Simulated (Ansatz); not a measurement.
Geometry optimisation, RKS B3LYP/def2-SVP (Ansatz 0.2.0).

The input (input.yaml):

```yaml
crystal:
  periodic: [false, false, false]
  atoms:
    - { symbol: "N", position_ang: [-0.4467, 1.9919, 0.5224] }
    - { symbol: C, position_ang: [-0.063, 0.8875, 0.198] }
    - { symbol: O, position_ang: [0.1718, -0.152, 0.9467] }
    - { symbol: Si, position_ang: [0.5826, -0.421, -0.7318] }
    - { symbol: O, position_ang: [-0.4587, -1.7057, -1.1873] }
    - { symbol: H, position_ang: [-0.6234, 2.0738, 1.5287] }
    - { symbol: H, position_ang: [0.01272, -1.95363, -2.0218] }
    - { symbol: H, position_ang: [-1.0463, -1.9669, -0.49] }
basis:
  gaussian: { orbitals: def2-SVP }
hamiltonian:
  xc: b3lyp
relax:
  f_tol: 0.02
  max_steps: 50
output:
  orbitals: {}
```

Command:

```bash
$ ansatz run input.yaml --threads 2 --pin off --max-ram 3072MiB --backend cpu --events-out ev --progress --plain --runs-dir out
```

Question: Where does it end, and by what steps?

Answer: The run converged. The force dipped under the threshold on the way, but the program's further checks kept it going. After 41 steps the energy has fallen by 2.226 eV; H7 moved furthest, 1.60 Å.

```
step  energy less start (eV)  largest force component (eV/Å)  accepted
   0                  0.0000                           5.605       yes
   2                 -1.7411                           1.507       yes
   4                 -2.1003                           1.092       yes
   6                 -2.1802                           0.600       yes
   8                 -2.1991                           0.122       yes
  10                 -2.2009                           0.167        no
  12                 -2.2034                           0.220       yes
  14                 -2.2083                           0.323       yes
  16                 -2.2146                           0.059       yes
  18                 -2.2171                           0.053       yes
  20                 -2.2146                           0.632        no
  22                 -2.2195                           0.126       yes
  24                 -2.2207                           0.119       yes
  26                 -2.2163                           0.559        no
  28                 -2.2226                           0.153       yes
  30                 -2.2238                           0.042       yes
  32                 -2.2237                           0.257        no
  34                 -2.2230                           0.378        no
  36                 -2.2254                           0.074       yes
  38                 -2.2257                           0.030       yes
  40                 -2.2259                           0.087        no
  41                 -2.2260                           0.019       yes
```

```xyz
8
Properties=species:S:1:pos:R:3
N -0.846 1.519 0.557
C 0.071 0.757 0.138
O 0.817 -0.213 0.764
Si 1.250 -0.153 -0.979
O -0.426 -1.537 -1.361
H -0.997 1.370 1.568
H -0.517 -2.009 -0.513
H -1.223 -0.980 -1.410
```

Run time: 33 s on 2 threads of AMD EPYC 9R45 96-Core Processor (Zen 5) (shared host), peak memory 0.19 GiB.
